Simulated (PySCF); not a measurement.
Isomers of C6H14N2Si2. Computed with PBE0-D3(BJ)/def2-SVP geometry optimisation, gas phase (PySCF). One conformer each; no zero-point energy, no entropy. No frequencies were run at this level. Point groups hold within 0.08 Å.

Question: Order them by energy at this level, lowest first, and give relative energies in kJ/mol.
A. `[CH3:1][N:2]([CH3:3])[Si@H:4]1[CH:5]=[CH:6][Si@H:7]([NH2:8])[CH:9]=[CH:10]1` with C1–N2–Si4–C5 -68°, C6–Si7–N8–H 156° and -62°
B. `[CH:1]#[C:2][C:3](=[CH2:4])[N:5]([SiH3:6])[SiH2:7][N:8]([CH3:9])[CH3:10]` with C2–C3–N5–Si6 -21°, C3–N5–Si7–N8 -50°, N5–Si7–N8–C9 113°

Answer: A (0.0), B (181.7).

As drawn, the lower has an N–H bond and an Si–C bond, which the higher lacks; the higher has a C≡C bond, which the lower lacks.

| SMILES | E (Eh) | E rel (kJ/mol) | dipole (D) | point group | A, B, C (MHz) |
| --- | --- | --- | --- | --- | --- |
| CN(C)[Si@H]1C=C[Si@H](N)C=C1 | -924.50112 | 0.0 | 0.71 | C1 | 2184, 535.2, 502.5 |
| C#CC(=C)N([SiH3])[SiH2]N(C)C | -924.43191 | 181.7 | 1.08 | C1 | 1386, 684.7, 571.1 |

Q: How do the relative energies change in single points at PBE0/pcSseg-1 (no added dispersion term) on the same geometries?

A: 
```
                      SMILES  PBE0-D3(BJ)/def2-SVP (kJ/mol)  PBE0/pcSseg-1 (kJ/mol)  shift
CN(C)[Si@H]1C=C[Si@H](N)C=C1                            0.0                     0.0    0.0
C#CC(=C)N([SiH3])[SiH2]N(C)C                          181.7                   189.8   +8.1
```

Each column counts from its own lowest isomer. The order is unchanged; the largest shift is 8.1 kJ/mol.
